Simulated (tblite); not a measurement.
C3HN3S.
SMILES: `N#Cc1ncsn1`

Computed with GFN2-xTB (tblite): harmonic, unscaled wavenumbers at the GFN2-xTB geometry, gas phase. Against measured fundamentals such values can be off by several per cent, at times by over 20.

Harmonic wavenumbers (cm⁻¹): 142.4, 150.5, 437.8, 491.4, 511.7, 536.6, 659.3, 688.8, 774.3, 791.9, 889.7, 971.2, 1126.5, 1301.0, 1408.4, 1486.6, 2386.7, 3178.1.

A = 7670, B = 1624, C = 1340 MHz; mass 110.989 u (most abundant isotopes); point group Cs, symmetry number 1.

Q: What is the zero-point energy?

A: Half the sum of the wavenumbers: 8966 cm⁻¹ = 25.64 kcal/mol.

Q: What is S at 298.15 K and 1 bar for an ideal gas of classical rigid rotors and harmonic oscillators?

A: Translation 40.05, rotation 27.36, vibration 9.64: S = 77.0 cal/(mol K).

Q: And Cp and H(298.15 K) − H(0)?

A: Cp = 21.44 cal/(mol K), of which vibrations give 13.49 (their classical limit is 18 R = 35.8); H(298.15 K) − H(0) = 4.11 kcal/mol without the zero-point energy, 1.74 from vibrations.

Q: What must be added to the electronic energy to get the Gibbs energy at 298.15 K and 1 bar?

A: ZPE + [H(298.15 K) − H(0)] − T·S = 25.64 + 4.11 − 22.97 = 6.78 kcal/mol.

Q: Blend soft modes into free rotors: weight 1/[1 + (100 cm⁻¹/ν̃)⁴] for the oscillator and the rest for a rotor with moment μB/(μ + B), μ = h/(8π²ν), B = 10⁻⁴⁴ kg m². What vibrational entropy results?

A: 9.56 cal/(mol K) in place of 9.64, which changes −T·S at 298.15 K by +0.02 kcal/mol.

Q: Which modes carry the vibrational entropy at 298.15 K?

A: 142.4 cm⁻¹: 2.77; 150.5 cm⁻¹: 2.67; 437.8 cm⁻¹: 0.83; 491.4 cm⁻¹: 0.68; 511.7 cm⁻¹: 0.63; 536.6 cm⁻¹: 0.57 cal/(mol K); the other 12 give 1.48 together.

Q: How do the functions run with temperature in this model?

A: 
| T (K) | S (cal/(mol K)) | Cp (cal/(mol K)) | H − H(0) (kcal/mol) | G − H(0) (kcal/mol) | ln q(vib) |
| --- | --- | --- | --- | --- | --- |
| 150 | 65.4 | 13.4 | 1.53 | -8.28 | 0.61 |
| 250 | 73.5 | 18.9 | 3.14 | -15.24 | 1.45 |
| 400 | 84.0 | 25.9 | 6.53 | -27.07 | 2.96 |
| 600 | 95.7 | 31.7 | 12.35 | -45.08 | 5.09 |
| 900 | 109.6 | 36.4 | 22.65 | -75.97 | 8.13 |

q(vib) and H(0) count from the zero-point level.

Hindered rotation and anharmonicity are outside this model.
